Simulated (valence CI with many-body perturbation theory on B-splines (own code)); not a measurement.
# Cl V: electric-dipole lines

Calculated by relativistic CI+MBPT: three valence electrons over a frozen Dirac-Fock core [Ne], a basis of 11 s, 11 p, 9 d, 7 f, 5 g, 2 h, 1 i functions for each j, with the one-electron correlation potential Σ1 (screened to all orders), the two-electron term Σ2, the three-electron term Σ3, Breit, model QED; selected single and double excitations, second order for the rest, scaled by the run's own slope (own B-spline code, finite nucleus).

No measured levels were compared; by estimate levels hold to about 100 cm⁻¹ or 0.05 % of their energy and the worst to 300 or 400 cm⁻¹, as in measured light ions of charge 2 to 7.

Lines 1 to 50 of 274 in falling wavelength, among levels below 402880 cm⁻¹, chosen from the strongest by gf and those to the six lowest levels. Wavelengths and rates use the calculated energies, so an error of 100 cm⁻¹ moves a line at 606.9 nm by 0.61 % and its rate by three times that or more. Electric multipoles are in the length gauge, E1 and E2 with the static RPA response of the core. Weak lines are less certain than strong ones. Lines between different terms over intervals too small for the method are left out, as are lines whose strength nearly cancels. Where a level lies close to another of its J and parity, the split of strength between their lines is uncertain. The highest levels of a list are the least certain.

Names give the largest LS component (configuration and term), which can be under half, so a name can repeat, a term be missing and a line seem to break the LS rules; names also repeat where a configuration has a term twice. Letters in brackets count levels of one name in rising energy.

| λ vac (nm) | Upper | Lower | A (s⁻¹) | S (a.u.) with core polarisation | S without |
| --- | --- | --- | --- | --- | --- |
| 606.9 | 3s2.5p 2P°_1/2 | 3s2.5s 2S_1/2 | 6.11e+07 | 1.35e+01 | 1.35e+01 |
| 597.9 | 3s2.5p 2P°_3/2 | 3s2.5s 2S_1/2 | 6.38e+07 | 2.69e+01 | 2.69e+01 |
| 412.6 | 3s2.4f 2F°_7/2 | 3s2.4d 2D_5/2 | 1.11e+08 | 3.09e+01 | 3.09e+01 |
| 412.1 | 3s2.4f 2F°_5/2 | 3s2.4d 2D_3/2 | 1.04e+08 | 2.16e+01 | 2.16e+01 |
| 373.1 | 3s.3p.4p 2P_3/2 | 3s.3p.4s 2P°_3/2 | 5.23e+07 | 5.36e+00 | 5.36e+00 |
| 336.0 | 3s2.4d 2D_5/2 | 3s.3p.3d 2F°_7/2 [b] | 1.60e+07 | 1.80e+00 | 1.79e+00 |
| 275.0 | 3s.3p.4p 2D_3/2 | 3s.3p.4s 2P°_3/2 | 4.43e+07 | 1.82e+00 | 1.82e+00 |
| 270.8 | 3s.3p.4p 2P_3/2 | 3s.3p.4s 4P°_3/2 | 3.43e+07 | 1.35e+00 | 1.35e+00 |
| 269.4 | 3s.3p.4p 2P_1/2 | 3s.3p.4s 4P°_1/2 | 6.87e+07 | 1.32e+00 | 1.33e+00 |
| 268.5 | 3s.3p.4p 2D_5/2 | 3s.3p.4s 2P°_3/2 | 2.31e+08 | 1.32e+01 | 1.33e+01 |
| 268.2 | 3s.3p.4p 4D_5/2 | 3s.3p.4s 4P°_5/2 | 6.39e+07 | 3.65e+00 | 3.67e+00 |
| 267.5 | 3s.3p.4p 2D_3/2 | 3s.3p.4s 2P°_1/2 | 1.88e+08 | 7.11e+00 | 7.14e+00 |
| 264.4 | 3s.3p.4p 4D_3/2 | 3s.3p.4s 4P°_3/2 | 1.00e+08 | 3.65e+00 | 3.67e+00 |
| 262.2 | 3s.3p.4p 4D_7/2 | 3s.3p.4s 4P°_5/2 | 2.80e+08 | 1.99e+01 | 2.00e+01 |
| 262.0 | 3s.3p.4p 4D_1/2 | 3s.3p.4s 4P°_1/2 | 1.65e+08 | 2.92e+00 | 2.94e+00 |
| 261.5 | 3s.3p.4p 4D_5/2 | 3s.3p.4s 4P°_3/2 | 2.12e+08 | 1.12e+01 | 1.13e+01 |
| 260.7 | 3s.3p.4p 4D_3/2 | 3s.3p.4s 4P°_1/2 | 1.16e+08 | 4.06e+00 | 4.08e+00 |
| 254.1 | 3s2.4p 2P°_1/2 | 3s2.4s 2S_1/2 | 2.83e+08 | 4.58e+00 | 4.59e+00 |
| 251.5 | 3s2.4p 2P°_3/2 | 3s2.4s 2S_1/2 | 2.91e+08 | 9.14e+00 | 9.17e+00 |
| 239.0 | 3s.3p.4p 4P_3/2 | 3s.3p.4s 4P°_5/2 | 1.05e+08 | 2.84e+00 | 2.84e+00 |
| 235.3 | 3s.3p.4p 4P_5/2 | 3s.3p.4s 4P°_5/2 | 2.89e+08 | 1.12e+01 | 1.12e+01 |
| 235.3 | 3s.3p.4p 4P_1/2 | 3s.3p.4s 4P°_3/2 | 3.28e+08 | 4.22e+00 | 4.23e+00 |
| 233.7 | 3s.3p.4p 4P_3/2 | 3s.3p.4s 4P°_3/2 | 1.00e+08 | 2.53e+00 | 2.54e+00 |
| 230.8 | 3s.3p.4p 4P_3/2 | 3s.3p.4s 4P°_1/2 | 1.86e+08 | 4.50e+00 | 4.52e+00 |
| 230.2 | 3s.3p.4p 4P_5/2 | 3s.3p.4s 4P°_3/2 | 1.01e+08 | 3.64e+00 | 3.65e+00 |
| 226.1 | 3s.3p.4p 4S_3/2 | 3s.3p.4s 4P°_5/2 | 3.09e+08 | 7.05e+00 | 7.10e+00 |
| 221.3 | 3s.3p.4p 4S_3/2 | 3s.3p.4s 4P°_3/2 | 1.23e+08 | 2.63e+00 | 2.65e+00 |
| 203.5 | 3s2.5p 2P°_1/2 | 3s2.4d 2D_3/2 | 5.31e+08 | 4.42e+00 | 4.41e+00 |
| 202.6 | 3s2.5p 2P°_3/2 | 3s2.4d 2D_5/2 | 4.79e+08 | 7.86e+00 | 7.85e+00 |
| 187.3 | 3s2.4d 2D_3/2 | 3s2.4p 2P°_3/2 | 1.69e+08 | 2.20e+00 | 2.20e+00 |
| 187.2 | 3s2.4d 2D_5/2 | 3s2.4p 2P°_3/2 | 1.02e+09 | 1.97e+01 | 1.98e+01 |
| 185.9 | 3s2.4d 2D_3/2 | 3s2.4p 2P°_1/2 | 8.62e+08 | 1.09e+01 | 1.09e+01 |
| 157.4 | 3p3 2D°_5/2 | 3s.3p2 2P_3/2 | 6.50e+07 | 7.50e-01 | 7.97e-01 |
| 137.7 | 3p2.3d 2G_7/2 | 3s.3p.3d 2F°_5/2 [b] | 1.04e+08 | 1.07e+00 | 1.14e+00 |
| 136.9 | 3p2.3d 2G_9/2 | 3s.3p.3d 2F°_7/2 [b] | 1.09e+08 | 1.38e+00 | 1.46e+00 |
| 126.1 | 3p2.3d 2F_7/2 | 3s.3p.3d 2F°_7/2 [a] | 1.33e+08 | 1.05e+00 | 1.11e+00 |
| 125.1 | 3p2.3d 2F_5/2 | 3s.3p.3d 2F°_5/2 [a] | 1.43e+08 | 8.31e-01 | 8.79e-01 |
| 119.0 | 3s.3p2 4P_1/2 | 3s2.3p 2P°_3/2 | 1.07e+05 | 1.78e-04 | 1.86e-04 |
| 118.3 | 3s.3p2 4P_3/2 | 3s2.3p 2P°_3/2 | 4.69e+04 | 1.53e-04 | 1.61e-04 |
| 117.1 | 3s.3p2 4P_5/2 | 3s2.3p 2P°_3/2 | 1.32e+05 | 6.26e-04 | 6.60e-04 |
| 117.0 | 3s.3p2 4P_1/2 | 3s2.3p 2P°_1/2 | 1.52e+05 | 2.40e-04 | 2.52e-04 |
| 116.2 | 3s2.5s 2S_1/2 | 3s2.4p 2P°_3/2 | 1.86e+09 | 2.89e+00 | 2.88e+00 |
| 115.7 | 3s2.5s 2S_1/2 | 3s2.4p 2P°_1/2 | 9.34e+08 | 1.43e+00 | 1.42e+00 |
| 108.7 | 3p2.3d 2F_5/2 | 3s.3p.3d 2D°_3/2 [a] | 2.21e+08 | 8.42e-01 | 8.90e-01 |
| 108.0 | 3p2.3d 2F_7/2 | 3s.3p.3d 2D°_5/2 [a] | 2.37e+08 | 1.18e+00 | 1.25e+00 |
| 106.5 | 3p3 2P°_3/2 | 3s.3p2 2P_3/2 | 3.61e+08 | 8.59e-01 | 9.06e-01 |
| 101.9 | 3p2.3d 2G_9/2 | 3s.3p.3d 2F°_7/2 [a] | 5.75e+08 | 3.00e+00 | 3.16e+00 |
| 100.8 | 3p2.3d 2G_7/2 | 3s.3p.3d 2F°_5/2 [a] | 5.65e+08 | 2.29e+00 | 2.40e+00 |
| 95.14 | 3p2.3d 2P_3/2 | 3s.3p.3d 2D°_5/2 [a] | 6.06e+08 | 1.03e+00 | 1.07e+00 |
| 94.47 | 3p2.3d 2P_1/2 | 3s.3p.3d 2D°_3/2 [a] | 7.13e+08 | 5.94e-01 | 6.14e-01 |
